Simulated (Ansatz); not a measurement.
C₆H₁₈GaN₃ (`C[N](C)[Ga]([N](C)C)[N](C)C`) at its PBE0-D4/def2-TZVP geometry, where that method's forces vanish. The species carries charge 0 and has multiplicity 1.

```json
{"atom": "C1", "x (Å)": "-2.569", "y (Å)": "-1.031", "z (Å)": "-0.788"}
{"atom": "N2", "x (Å)": "-1.197", "y (Å)": "-0.783", "z (Å)": "-1.135"}
{"atom": "C3", "x (Å)": "-0.862", "y (Å)": "-1.210", "z (Å)": "-2.465"}
{"atom": "Ga4", "x (Å)": "0.001", "y (Å)": "-0.002", "z (Å)": "0.000"}
{"atom": "N5", "x (Å)": "-0.237", "y (Å)": "-0.127", "z (Å)": "1.805"}
{"atom": "C6", "x (Å)": "-0.955", "y (Å)": "-1.201", "z (Å)": "2.436"}
{"atom": "C7", "x (Å)": "0.274", "y (Å)": "0.838", "z (Å)": "2.739"}
{"atom": "N8", "x (Å)": "1.435", "y (Å)": "0.907", "z (Å)": "-0.671"}
{"atom": "C9", "x (Å)": "2.666", "y (Å)": "1.084", "z (Å)": "0.048"}
{"atom": "C10", "x (Å)": "1.445", "y (Å)": "1.520", "z (Å)": "-1.971"}
{"atom": "H11", "x (Å)": "-2.815", "y (Å)": "-2.104", "z (Å)": "-0.813"}
{"atom": "H12", "x (Å)": "-2.792", "y (Å)": "-0.662", "z (Å)": "0.216"}
{"atom": "H13", "x (Å)": "-3.259", "y (Å)": "-0.529", "z (Å)": "-1.483"}
{"atom": "H14", "x (Å)": "-1.050", "y (Å)": "-2.287", "z (Å)": "-2.603"}
{"atom": "H15", "x (Å)": "-1.453", "y (Å)": "-0.682", "z (Å)": "-3.231"}
{"atom": "H16", "x (Å)": "0.194", "y (Å)": "-1.034", "z (Å)": "-2.680"}
{"atom": "H17", "x (Å)": "-0.323", "y (Å)": "-1.740", "z (Å)": "3.159"}
{"atom": "H18", "x (Å)": "-1.299", "y (Å)": "-1.928", "z (Å)": "1.698"}
{"atom": "H19", "x (Å)": "-1.837", "y (Å)": "-0.840", "z (Å)": "2.989"}
{"atom": "H20", "x (Å)": "0.992", "y (Å)": "0.391", "z (Å)": "3.446"}
{"atom": "H21", "x (Å)": "0.782", "y (Å)": "1.654", "z (Å)": "2.221"}
{"atom": "H22", "x (Å)": "-0.532", "y (Å)": "1.284", "z (Å)": "3.343"}
{"atom": "H23", "x (Å)": "3.522", "y (Å)": "0.669", "z (Å)": "-0.507"}
{"atom": "H24", "x (Å)": "2.631", "y (Å)": "0.579", "z (Å)": "1.016"}
{"atom": "H25", "x (Å)": "2.890", "y (Å)": "2.147", "z (Å)": "0.232"}
{"atom": "H26", "x (Å)": "1.643", "y (Å)": "2.601", "z (Å)": "-1.908"}
{"atom": "H27", "x (Å)": "0.483", "y (Å)": "1.394", "z (Å)": "-2.471"}
{"atom": "H28", "x (Å)": "2.221", "y (Å)": "1.090", "z (Å)": "-2.624"}
```

Problem. For each bond, give half the difference of the two atoms' forces along it (eV/Å; positive pushes the atoms apart) under PBE-D4, r2SCAN-D4, B3LYP-D4, ωB97M-V in def2-TZVPP. (Estimate.)

Solution. Ansatz gave: 
| bond | length (Å) | PBE-D4 | r2SCAN-D4 | B3LYP-D4 | ωB97M-V |
| --- | --- | --- | --- | --- | --- |
| C1–H12 | 1.092 | 0.07 | -0.05 | -0.11 | -0.07 |
| N2–C3 | 1.437 | 0.05 | 0.17 | 0.17 | 0.23 |
| N2–Ga4 | 1.825 | 0.00 | -0.11 | -0.02 | -0.12 |
| C3–H14 | 1.101 | 0.12 | -0.03 | -0.07 | -0.12 |
| C3–H15 | 1.102 | 0.11 | -0.03 | -0.07 | -0.11 |
| C3–H16 | 1.092 | 0.07 | -0.05 | -0.12 | -0.08 |
| N5–C6 | 1.437 | 0.05 | 0.17 | 0.17 | 0.23 |
| N5–C7 | 1.437 | 0.04 | 0.17 | 0.17 | 0.23 |
| C7–H21 | 1.092 | 0.07 | -0.05 | -0.11 | -0.08 |
| N8–C9 | 1.437 | 0.05 | 0.17 | 0.17 | 0.23 |
| N8–C10 | 1.437 | 0.04 | 0.17 | 0.17 | 0.23 |
| C9–H24 | 1.092 | 0.07 | -0.05 | -0.12 | -0.08 |
| C9–H25 | 1.102 | 0.11 | -0.03 | -0.07 | -0.11 |
| C10–H27 | 1.092 | 0.07 | -0.05 | -0.12 | -0.08 |

B3LYP here is the variant with VWN-RPA as its local correlation; programs differ in this.
